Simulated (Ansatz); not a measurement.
`OBCO`. Total charge 0; spin multiplicity 1. All single points use the PBE0-D4/def2-TZVP geometry. It is one conformer, not always the lowest.

```xyz
9

O     0.862    1.188    0.481
B     0.742    0.056   -0.257
C    -0.638   -0.671   -0.211
O    -1.626   -0.069    0.600
H     1.723    1.608    0.430
H     1.664   -0.354   -0.909
H    -1.013   -0.767   -1.243
H    -0.472   -1.710    0.116
H    -1.241    0.719    0.994
```

**Question.** What is the dipole moment at ωB97M-V/def2-TZVPP? (Estimate.)

**Answer.** The calculation gave: 3.03 D, with components (2.83, 1.01, -0.43) D in this frame, pointing from negative to positive charge.

**Question.** And with PBE, r2SCAN, B3LYP? (An estimate is asked.)

**Answer.** Ansatz gave: PBE 2.86 D, r2SCAN 2.92 D, B3LYP 3.01 D.

**Question.** Give the Mulliken charges with ωB97M-V, r2SCAN, PBE in def2-TZVPP. (Best estimate.)

**Answer.** Computed: 
| atom | ωB97M-V | r2SCAN | PBE |
| --- | --- | --- | --- |
| O1 | -0.29 | -0.32 | -0.25 |
| B2 | 0.06 | 0.15 | 0.08 |
| C3 | 0.01 | 0.10 | 0.00 |
| O4 | -0.34 | -0.39 | -0.32 |
| H5 | 0.19 | 0.22 | 0.21 |
| H6 | 0.03 | -0.04 | -0.03 |
| H7 | 0.08 | 0.03 | 0.06 |
| H8 | 0.08 | 0.03 | 0.06 |
| H9 | 0.19 | 0.21 | 0.20 |

B3LYP here is the variant with VWN-RPA as its local correlation; programs differ in this.
